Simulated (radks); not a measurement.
Problem. Neutral tin, 50 electrons, occupied as [Kr] 4d7 5s2 5p5 (not the ground configuration). All-electron calculation, Dirac Kohn-Sham, PBEsol, spin-unpolarised, spherical densities, finite nucleus; open shells fill j = l - 1/2 first; Fermi nuclear charge, rms radius 4.6519 fm. Program: a radial shooting solver on a logarithmic mesh with Libxc functionals.

Spin-orbit splittings of the eigenvalues, e(l+1/2) - e(l-1/2), with zeta = 2 splitting/(2l+1) and mean radii in bohr:

| shell | occ. | splitting (eV) | zeta (eV) | <r> j=l-1/2 | <r> j=l+1/2 |
|---|---|---|---|---|---|
| 2p | 6 | 230.4 | 153.6 | 0.1058 | 0.1112 |
| 3p | 6 | ? | ? | 0.3299 | 0.3411 |
| 3d | 10 | 8.708 | 3.483 | 0.3123 | 0.3159 |
| 4p | 6 | 7.986 | 5.324 | 0.8471 | 0.8741 |
| 4d | 7 | 1.212 | 0.4848 | 1.012 | 1.023 |
| 5p | 5 | 0.8157 | 0.5438 | 2.530 | 2.640 |

Estimate the 3p splitting.

Solution. 42.13 eV (zeta = 28.08 eV).
